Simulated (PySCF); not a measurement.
Job file and geometry (Å, from GFN2-xTB) of an NMR shielding run on SMILES CNC(C)(C)[SiH2]CF, C5H14FNSi, GIAO PBE0/pcSseg-1 NMR shielding, non-relativistic, gas phase (PySCF); density fitting, a coarse starting grid and PySCF grid level 2 are the driver's defaults:

```
$ OMP_NUM_THREADS=1 python probes_run.py task.json out

{"job": {"kind": "nmr", "xc": "PBE0", "basis": "pcSseg-1"}, "charge": 0, "multiplicity": 1}
C      1.560424    -1.089962     1.100153
N      0.574234    -0.032508     1.137588
C      0.206045     0.588639    -0.134983
C      1.410524     1.101392    -0.936662
C     -0.691954     1.780357     0.213601
Si    -0.816198    -0.679193    -1.159053
C     -2.088506    -1.522669    -0.001239
F     -3.128143    -0.656147     0.278267
H      1.217384    -1.879049     0.430755
H      1.649477    -1.506262     2.104444
H      2.559912    -0.769618     0.773090
H      0.880863     0.687774     1.786550
H      2.047269     0.281968    -1.261091
H      2.007005     1.790104    -0.336743
H      1.065802     1.628378    -1.822543
H     -1.538519     1.453542     0.811496
H     -0.133283     2.521682     0.786839
H     -1.065654     2.258924    -0.688175
H      0.009872    -1.740846    -1.750428
H     -1.532737     0.012396    -2.234000
H     -1.661107    -1.807233     0.962152
H     -2.543122    -2.402285    -0.461653
```

Task: What does the program print?

Result: 
```
coarse grid: 17888 points
cycle   1  E = -642.3226934318  dE =  5.723e-01  |g| = 5.734e-01  |ddm| = 3.944e+00
cycle   2  E = -642.2933779665  dE =  2.932e-02  |g| = 7.303e-01  |ddm| = 1.108e+00
cycle   3  E = -642.3916502096  dE = -9.827e-02  |g| = 7.697e-02  |ddm| = 6.376e-01
cycle   4  E = -642.3925570905  dE = -9.069e-04  |g| = 3.071e-02  |ddm| = 6.711e-02
cycle   5  E = -642.3927534434  dE = -1.964e-04  |g| = 4.893e-03  |ddm| = 2.282e-02
cycle   6  E = -642.3927584446  dE = -5.001e-06  |g| = 9.216e-04  |ddm| = 5.660e-03
final grid: 165776 points
cycle   7  E = -642.4456495566  dE = -5.539e-05  |g| = 1.057e-02  |ddm| = 3.549e-02
cycle   8  E = -642.4456355037  dE =  1.405e-05  |g| = 1.328e-02  |ddm| = 2.095e-02
cycle   9  E = -642.4456766217  dE = -4.112e-05  |g| = 1.245e-03  |ddm| = 1.215e-02
cycle  10  E = -642.4456769063  dE = -2.846e-07  |g| = 2.865e-04  |ddm| = 1.209e-03
cycle  11  E = -642.4456769216  dE = -1.532e-08  |g| = 4.953e-05  |ddm| = 2.326e-04
cycle  12  E = -642.4456769220  dE = -3.856e-10  |g| = 2.646e-05  |ddm| = 6.486e-05
converged SCF energy = -642.4456769220

GIAO shielding tensors (ppm)
atom      isotropic    diamagn.    paramagn.     s11        s22        s33       span
  0 C      151.976     246.042     -94.066    133.324    139.606    182.996     49.672
  1 N      205.925     320.992    -115.067    158.740    201.180    257.854     99.114
  2 C      140.233     246.395    -106.162    121.247    133.012    166.441     45.194
  3 C      161.077     248.965     -87.888    133.398    162.439    187.394     53.995
  4 C      155.701     248.221     -92.519    136.910    144.089    186.105     49.195
  5 Si     386.969     881.465    -494.495    341.461    380.838    438.609     97.148
  6 C      109.615     247.633    -138.018     60.251     84.775    183.819    123.567
  7 F      474.469     473.506       0.963    414.157    493.115    516.135    101.977
  8 H       29.612      31.380      -1.767     25.035     28.997     34.805      9.771
  9 H       28.878      29.200      -0.322     24.060     26.303     36.272     12.212
 10 H       28.881      30.275      -1.394     23.822     27.265     35.556     11.735
 11 H       31.972      35.696      -3.724     22.918     32.503     40.494     17.576
 12 H       29.865      31.751      -1.886     25.816     28.323     35.455      9.640
 13 H       31.190      31.628      -0.437     27.935     28.145     37.491      9.557
 14 H       30.611      31.182      -0.571     26.641     28.477     36.714     10.072
 15 H       29.890      31.454      -1.563     24.965     29.127     35.579     10.614
 16 H       30.903      31.906      -1.003     27.425     28.647     36.638      9.213
 17 H       30.465      31.285      -0.820     26.623     27.910     36.862     10.239
 18 H       27.522      30.902      -3.380     24.055     26.320     32.190      8.135
 19 H       27.715      30.506      -2.791     24.383     25.994     32.769      8.386
 20 H       26.279      30.791      -4.513     22.033     27.430     29.373      7.340
 21 H       26.848      28.158      -1.309     22.022     27.104     31.419      9.398
```

Task: Turn these shieldings into chemical shifts. References, each an isolated molecule treated in the same way: 13C (186.93 ppm), 29Si (349.16 ppm), 1H (31.72 ppm) against TMS; NH3 for 15N (267.73 ppm); CFCl3 for 19F (170.95 ppm).

Result: Averaging equivalent atoms: C 6: 77.3; C 2: 46.7; C 0: 34.9; C 3/4: 28.5; N 1: 61.8; Si 5: -37.8; F 7: -303.5; H 20/21: 5.15; H 18/19: 4.10; H 8/9/10: 2.59; H 12/13/14/15/16/17: 1.23; H 11: -0.25 ppm. Unscaled 19F shifts against computed CFCl3 carry errors that often reach 10 to 50 ppm. Experimental scales use liquid or dissolved standards, which lie at an offset from isolated NH3 (liquid NH3: subtract about 20 ppm).

Size and cost of the density-fitted run: 213 basis functions, 44 s wall time on 1 thread of an Arm Neoverse V1, shared host; peak memory 0.92 GiB.
